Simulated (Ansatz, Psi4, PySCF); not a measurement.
Cl2, triplet, geometry from GFN2-xTB (a higher spin typed on purpose: for a closed-shell molecule this is an excited state). Base run: CCSD(T)/aug-cc-pVDZ run with PySCF.

The PySCF input:
```python
from pyscf import gto, scf, cc

mol = gto.M(
    atom='''
Cl   -0.000000   -0.000000   -1.220093
Cl    0.000000    0.000000    1.220093
''',
    basis='aug-cc-pvdz',
    charge=0,
    spin=2,
    verbose=4,
)

mf = scf.UHF(mol)
mf.kernel()

mycc = cc.CCSD(mf)
mycc.kernel()
et = mycc.ccsd_t()
print('E(CCSD(T)) = %.10f' % (mycc.e_tot + et))
```

The same geometry, method and basis name were run in Ansatz (a program for electronic structure) and Psi4 and PySCF, at each program's defaults and at the settings that a row names. The base is PySCF at its defaults. Differences at the defaults can come from grids, fitting, cores and function types together.

```
code and settings                                                                 ΔE vs base (mEh)  basis functions      E (Eh)  SCF cycles
--------------------------------------------------------------------------------  ----------------  ---------------  ----------  ----------
PySCF, defaults (exact integrals, spherical functions, all electrons correlated)             0.000               54  -919.24373           9
Psi4, defaults (exact integrals, spherical functions, all electrons correlated)              0.000               54  -919.24373          11
Ansatz, defaults (factorised integrals, spherical functions, frozen core)                   12.430               54  -919.23130           -
PySCF, frozen core                                                                          12.428               54  -919.23130           9
Psi4, exact integrals, spherical functions, frozen core                                     12.428               54  -919.23130          11
Ansatz, high accuracy, frozen core                                                          12.428               54  -919.23130           -
```

Open shells are given as the SCF converged; they aren't shown to be the lowest states, and a large step between rows can be another state.

Ansatz warned in this series: the state or the total is in doubt.
